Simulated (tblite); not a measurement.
Record of a relaxation.

Compound: C6H9BO2 (charge -1 and doublet state).
Atom-mapped SMILES: `[OH:1][B:2]([OH:3])[C@@:4]12[CH-:5][CH:6][CH2:7][C@@H:8]1[CH2:9]2` (hydrogens: H10 on O1; H11 on O3; H12 on C5; H13 on C6; H14, H15 on C7; H16 on C8; H17, H18 on C9)

Computed with GFN2-xTB (tblite), gas phase: L-BFGS steps from a force-field or distance-geometry start until the largest atomic force falls under 0.01 eV/Å. 10 of its 155 geometries are shown.

Step 0: E = -730.8708 eV, largest atomic force 2.143 eV/Å
```
atom  x, y, z in Å  |  force x, y, z in eV/Å
O1      1.423    1.241   -1.905    0.946   0.734   1.550
B2      1.624    0.273   -0.847   -0.078  -0.290   0.406
O3      2.950   -0.355   -0.667   -0.342   1.637   0.456
C4      0.434   -0.104    0.141    0.273  -0.613  -0.570
C5     -0.062    0.907    1.169   -1.603  -0.424   0.167
C6     -1.552    1.100    0.910    2.104   0.309  -0.264
C7     -2.016   -0.092    0.094   -0.464   0.049  -0.652
C8     -0.773   -0.711   -0.530    0.342  -0.347   0.091
C9      0.091   -1.581    0.377   -0.285   0.574  -0.477
H10     1.632    2.116   -1.488   -0.458  -1.164  -0.844
H11     3.422    0.248   -0.051   -0.357  -0.857  -0.712
H12     0.100    0.531    2.196    0.577   0.599  -0.166
H13    -1.688    2.032    0.330   -0.521   0.049   0.604
H14    -2.520   -0.829    0.758    0.052   0.216  -0.307
H15    -2.732    0.236   -0.690    0.053  -0.411   0.212
H16    -0.709   -0.884   -1.619   -0.338  -0.057   0.580
H17    -0.352   -1.811    1.373    0.581  -0.197  -0.947
H18     0.719   -2.313   -0.171   -0.481   0.191   0.874
```

Step 17: E = -732.5338 eV, largest atomic force 0.574 eV/Å
```
atom  x, y, z in Å  |  force x, y, z in eV/Å
O1      1.626    1.287   -1.726    0.198   0.166   0.009
B2      1.670    0.255   -0.714    0.563  -0.066  -0.088
O3      2.975   -0.270   -0.366    0.041  -0.043   0.281
C4      0.415   -0.264    0.060    0.230   0.025  -0.308
C5     -0.058    0.774    1.011    0.090  -0.048   0.086
C6     -1.387    1.052    0.751   -0.266   0.131   0.284
C7     -2.036   -0.061   -0.022    0.140   0.017  -0.052
C8     -0.838   -0.814   -0.575    0.080  -0.359   0.048
C9     -0.020   -1.694    0.330   -0.097  -0.095   0.036
H10     1.413    2.183   -1.447   -0.118  -0.378   0.150
H11     3.673    0.310   -0.032   -0.402   0.155  -0.362
H12     0.607    1.396    1.611   -0.163  -0.179  -0.252
H13    -1.956    1.866    1.172   -0.137   0.114   0.069
H14    -2.661   -0.697    0.639   -0.006  -0.031  -0.154
H15    -2.678    0.272   -0.852   -0.067   0.112   0.086
H16    -0.859   -1.119   -1.619   -0.048   0.205   0.033
H17    -0.429   -1.962    1.295   -0.007   0.118   0.117
H18     0.535   -2.508   -0.133   -0.031   0.155   0.017
```

Step 34: E = -732.9673 eV, largest atomic force 0.247 eV/Å
```
atom  x, y, z in Å  |  force x, y, z in eV/Å
O1      1.933    1.372   -1.492    0.029  -0.050  -0.007
B2      1.787    0.161   -0.715    0.063   0.030   0.158
O3      3.039   -0.240   -0.138   -0.145  -0.161  -0.023
C4      0.426   -0.243   -0.015    0.020   0.103   0.041
C5     -0.038    0.776    0.957   -0.007   0.077   0.186
C6     -1.411    0.966    0.870   -0.154   0.052   0.086
C7     -2.048   -0.056   -0.020    0.044  -0.056  -0.136
C8     -0.855   -0.803   -0.610    0.071   0.016   0.053
C9     -0.040   -1.653    0.322    0.001  -0.018  -0.052
H10     1.125    1.872   -1.452   -0.229   0.010  -0.092
H11     3.692    0.416   -0.372    0.057   0.050  -0.050
H12     0.620    1.403    1.547    0.008  -0.115  -0.170
H13    -1.966    1.817    1.248   -0.022  -0.006   0.020
H14    -2.741   -0.744    0.514    0.168   0.002   0.042
H15    -2.667    0.383   -0.820    0.020   0.116  -0.142
H16    -0.935   -1.112   -1.654    0.091   0.052   0.134
H17    -0.444   -1.828    1.313    0.082  -0.044  -0.081
H18     0.517   -2.481   -0.103   -0.095  -0.057   0.032
```

Step 51: E = -733.0532 eV, largest atomic force 0.150 eV/Å
```
atom  x, y, z in Å  |  force x, y, z in eV/Å
O1      1.807    1.331   -1.478   -0.057   0.048  -0.130
B2      1.775    0.210   -0.596    0.048  -0.055   0.115
O3      3.048   -0.243   -0.179    0.027   0.044   0.015
C4      0.458   -0.236    0.110   -0.054   0.023   0.025
C5     -0.056    0.747    1.106   -0.010   0.060   0.016
C6     -1.432    0.951    0.934   -0.047   0.080   0.060
C7     -2.009   -0.018   -0.055    0.064  -0.025  -0.001
C8     -0.782   -0.746   -0.588   -0.016  -0.067  -0.030
C9     -0.031   -1.667    0.333   -0.035   0.014   0.006
H10     0.915    1.654   -1.601    0.045  -0.024   0.023
H11     3.713    0.361   -0.507    0.037   0.020  -0.048
H12     0.592    1.465    1.597   -0.011  -0.124  -0.013
H13    -1.984    1.830    1.249   -0.012  -0.011   0.014
H14    -2.724   -0.734    0.402    0.026   0.000  -0.006
H15    -2.572    0.468   -0.879    0.085   0.010   0.017
H16    -0.765   -0.976   -1.649   -0.029  -0.065  -0.038
H17    -0.476   -1.897    1.293   -0.035  -0.004  -0.040
H18     0.517   -2.493   -0.113   -0.025   0.075   0.014
```

Step 68: E = -733.0828 eV, largest atomic force 0.076 eV/Å
```
atom  x, y, z in Å  |  force x, y, z in eV/Å
O1      1.719    1.202   -1.589   -0.028   0.009   0.011
B2      1.780    0.242   -0.528    0.019  -0.060   0.015
O3      3.091   -0.096   -0.120    0.005   0.016  -0.036
C4      0.477   -0.233    0.180   -0.010   0.011  -0.025
C5     -0.059    0.746    1.156    0.053   0.006   0.041
C6     -1.436    0.932    0.980   -0.036   0.037   0.056
C7     -1.968    0.019   -0.087   -0.010   0.040   0.026
C8     -0.735   -0.717   -0.584   -0.033  -0.008   0.009
C9     -0.050   -1.668    0.355    0.022  -0.016  -0.015
H10     0.810    1.483   -1.679    0.020  -0.029  -0.049
H11     3.704    0.390   -0.671    0.021   0.046   0.044
H12     0.579    1.383    1.754   -0.036  -0.059  -0.031
H13    -1.999    1.806    1.297    0.019  -0.024   0.001
H14    -2.727   -0.696    0.290   -0.014   0.002   0.009
H15    -2.462    0.565   -0.915    0.006  -0.001  -0.050
H16    -0.684   -0.941   -1.648   -0.012  -0.009   0.014
H17    -0.549   -1.923    1.281   -0.022   0.051  -0.015
H18     0.502   -2.488   -0.090    0.035  -0.011  -0.003
```

Step 86: E = -733.1059 eV, largest atomic force 0.117 eV/Å
```
atom  x, y, z in Å  |  force x, y, z in eV/Å
O1      1.682    1.065   -1.714   -0.014  -0.009   0.013
B2      1.779    0.243   -0.542    0.043  -0.032  -0.005
O3      3.101    0.084   -0.065    0.045   0.097   0.010
C4      0.491   -0.258    0.176   -0.026   0.036  -0.011
C5     -0.019    0.719    1.156    0.022   0.051   0.080
C6     -1.401    0.897    1.032    0.002  -0.039   0.010
C7     -1.942    0.079   -0.103   -0.030  -0.017  -0.014
C8     -0.736   -0.711   -0.581   -0.026  -0.008  -0.016
C9     -0.083   -1.684    0.361    0.038   0.042   0.007
H10     0.758    1.223   -1.898    0.004  -0.023  -0.009
H11     3.679    0.650   -0.581   -0.083  -0.065   0.051
H12     0.612    1.244    1.857    0.007  -0.026  -0.046
H13    -1.973    1.723    1.443    0.051   0.023  -0.031
H14    -2.775   -0.593    0.194    0.013   0.033   0.000
H15    -2.342    0.702   -0.936   -0.007  -0.062   0.028
H16    -0.690   -0.954   -1.641   -0.021   0.021  -0.027
H17    -0.586   -1.891    1.295    0.000  -0.027  -0.013
H18     0.437   -2.532   -0.071   -0.017   0.006  -0.028
```

Step 103: E = -733.1290 eV, largest atomic force 0.061 eV/Å
```
atom  x, y, z in Å  |  force x, y, z in eV/Å
O1      1.712    0.901   -1.800   -0.016   0.018  -0.009
B2      1.774    0.239   -0.528    0.027  -0.004  -0.007
O3      3.037    0.312    0.101    0.012  -0.014  -0.004
C4      0.484   -0.286    0.158   -0.017   0.018  -0.018
C5      0.016    0.682    1.166    0.031   0.039   0.007
C6     -1.360    0.900    1.070    0.029  -0.029   0.032
C7     -1.943    0.102   -0.063    0.001  -0.007  -0.019
C8     -0.764   -0.700   -0.590   -0.020   0.020   0.001
C9     -0.098   -1.712    0.305   -0.056   0.006   0.000
H10     0.797    0.949   -2.073    0.046  -0.032   0.002
H11     3.604    0.871   -0.429   -0.001   0.013  -0.007
H12     0.688    1.192    1.837   -0.032  -0.011   0.006
H13    -1.876    1.775    1.453   -0.010  -0.018   0.004
H14    -2.786   -0.553    0.243    0.034   0.020   0.022
H15    -2.345    0.748   -0.871   -0.037  -0.044  -0.019
H16    -0.763   -0.908   -1.660    0.042   0.002   0.017
H17    -0.591   -1.960    1.235   -0.006  -0.008   0.012
H18     0.406   -2.547   -0.172   -0.027   0.032  -0.018
```

Step 120: E = -733.1355 eV, largest atomic force 0.033 eV/Å
```
atom  x, y, z in Å  |  force x, y, z in eV/Å
O1      1.752    0.802   -1.842    0.028  -0.007  -0.005
B2      1.786    0.239   -0.522   -0.008  -0.007   0.010
O3      3.022    0.408    0.141    0.000  -0.006   0.013
C4      0.487   -0.275    0.157   -0.011   0.017  -0.009
C5      0.027    0.685    1.172    0.014   0.020   0.021
C6     -1.347    0.906    1.083   -0.001  -0.006   0.029
C7     -1.945    0.115   -0.046    0.004  -0.013  -0.007
C8     -0.766   -0.666   -0.598   -0.005  -0.009  -0.012
C9     -0.117   -1.704    0.279    0.004  -0.002   0.007
H10     0.854    0.755   -2.163   -0.009   0.009  -0.026
H11     3.572    0.977   -0.396    0.007  -0.011  -0.009
H12     0.697    1.166    1.865   -0.030  -0.001  -0.011
H13    -1.869    1.760    1.502   -0.010  -0.005   0.011
H14    -2.764   -0.561    0.278    0.002   0.022   0.017
H15    -2.383    0.752   -0.841   -0.011   0.007  -0.002
H16    -0.765   -0.852   -1.672    0.012  -0.021  -0.022
H17    -0.621   -1.963    1.200    0.001   0.000   0.012
H18     0.372   -2.537   -0.214    0.011   0.011  -0.018
```

Step 137: E = -733.1404 eV, largest atomic force 0.032 eV/Å
```
atom  x, y, z in Å  |  force x, y, z in eV/Å
O1      1.834    0.697   -1.892   -0.012  -0.002   0.022
B2      1.791    0.252   -0.526    0.024   0.020  -0.008
O3      3.002    0.452    0.175    0.014   0.013  -0.020
C4      0.475   -0.220    0.147    0.007   0.015  -0.019
C5      0.005    0.713    1.181    0.001   0.002   0.003
C6     -1.374    0.894    1.117    0.009  -0.015   0.007
C7     -1.966    0.112   -0.021   -0.012  -0.004  -0.005
C8     -0.775   -0.629   -0.603   -0.017  -0.019   0.010
C9     -0.109   -1.669    0.258   -0.020  -0.010  -0.008
H10     0.956    0.639   -2.265    0.012  -0.014   0.014
H11     3.601    0.935   -0.394   -0.019  -0.014   0.006
H12     0.672    1.203    1.870   -0.011   0.007   0.004
H13    -1.924    1.703    1.585    0.005  -0.004   0.000
H14    -2.764   -0.593    0.302    0.010   0.026   0.001
H15    -2.433    0.754   -0.795   -0.013   0.010  -0.007
H16    -0.784   -0.802   -1.680    0.005  -0.005   0.003
H17    -0.608   -1.950    1.176    0.009  -0.008  -0.011
H18     0.394   -2.484   -0.252    0.007   0.002   0.008
```

Step 154: E = -733.1418 eV, largest atomic force 0.007 eV/Å
```
atom  x, y, z in Å  |  force x, y, z in eV/Å
O1      1.885    0.565   -1.925    0.003  -0.004   0.005
B2      1.794    0.269   -0.522    0.000   0.003  -0.005
O3      2.974    0.568    0.195    0.003   0.003  -0.006
C4      0.471   -0.185    0.145    0.003   0.000   0.005
C5     -0.002    0.721    1.197   -0.002   0.004   0.001
C6     -1.382    0.879    1.151    0.000  -0.001   0.003
C7     -1.974    0.128   -0.006    0.003   0.002   0.001
C8     -0.782   -0.595   -0.606    0.001  -0.004   0.001
C9     -0.112   -1.652    0.232   -0.004  -0.003  -0.002
H10     1.033    0.412   -2.328   -0.002   0.002   0.000
H11     3.587    0.990   -0.406   -0.003  -0.003   0.003
H12     0.663    1.204    1.893   -0.004  -0.001  -0.002
H13    -1.942    1.655    1.661    0.001  -0.001  -0.001
H14    -2.774   -0.582    0.299    0.004   0.005  -0.002
H15    -2.440    0.791   -0.763   -0.003  -0.003   0.001
H16    -0.798   -0.752   -1.685   -0.001   0.002  -0.003
H17    -0.608   -1.956    1.143    0.002   0.001  -0.001
H18     0.397   -2.452   -0.296    0.000  -0.001   0.001
```

Question: Summarise the path.

Answer: The energy falls by 219.12 kJ/mol from step 0 to step 154; nine tenths of that is first reached at step 31. It rises by more than 0.2 meV at steps 13 and 23. The largest force goes from 2.143 to 0.007 eV/Å. Among the bonds C5–C6 changes most, from 1.525 to 1.390 Å; the atoms move by 0.789 Å rms after alignment.

The cost below is that of the whole relaxation. The run took 0.91 s on one thread of an Arm Neoverse V2, shared host.
